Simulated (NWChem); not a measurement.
System: Si₂H₄F₂; SMILES F[SiH2][SiH2]F

Input file for NWChem:

```
start job
memory heap 200 mb stack 900 mb global 1100 mb
geometry units angstroms noautoz
  Si    -1.137423     0.303396     0.364232
  F     -1.906965    -0.416438    -0.899072
  Si     1.137423    -0.303396     0.364232
  F      1.906965     0.416438    -0.899072
  H     -1.310129     1.792148     0.244565
  H     -1.774664    -0.171035     1.643872
  H      1.310129    -1.792148     0.244565
  H      1.774664     0.171035     1.643872
end
basis spherical
  Si library cc-pvtz
  F library cc-pvtz
  H library cc-pvtz
end
dft
  xc pbe0
  iterations 150
  semidirect filesize 400000000
  mulliken
end
task dft energy
```

The geometry was optimised at PBE-D3(BJ)/def2-SVP.

Give the results of this calculation. (PBE0/cc-pVTZ.) Quantities: basis functions; energy (Ha); highest occupied level (eV); orbital gap (eV); dipole (D).


```
Item                          Result
---------------------------  -------
number of basis functions        184
energy (Ha)                  -780.84
highest occupied level (eV)    -8.50
orbital gap (eV)                7.50
dipole (D)                      1.97
```
